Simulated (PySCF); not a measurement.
**Relaxation of triplet WCl₃⁺**

Method: UPBE0/[W def2-TZVP with ECP60, Cl def2-TZVP], scalar-relativistic core potentials, density fitting, no spin–orbit coupling, PySCF. A (50,194) grid was used.

A start at or just off a symmetric point, pushed along the force that breaks its symmetry, of C2v symmetry, free to break it:

```xyz
4
charge 1 multiplicity 3, angstrom
W    -0.0298    0.0000    0.0000
Cl    2.2362    0.0000    0.0002
Cl   -1.0398    1.8820   -0.0001
Cl   -1.0398   -1.8820   -0.0001
```

**Question.** What does it relax to?

**Answer.** It ends at C2v with W–Cl 2.172 Å (×2), W–Cl 2.191 Å; Cl–W–Cl 114.4° (×2), Cl–W–Cl 131.3° (after a last refinement on a finer grid). A frequency run shows a minimum. Other isomers or separated fragments may lie lower.

**Question.** How much energy is released, and in how many steps?

**Answer.** 10.2 kJ/mol in 6 steps.

Open d and f shells are described by one determinant, and the ground state may have another occupation or spin. Spin–orbit coupling, left out here, can matter for elements this heavy.

The relaxation took 37 s on 4 threads of a shared Arm Neoverse V1 host, with 151 basis functions and 7 gradients; the process peaked at 0.85 GiB. Launch command: `OMP_NUM_THREADS=4 python axn.py task.json out`.
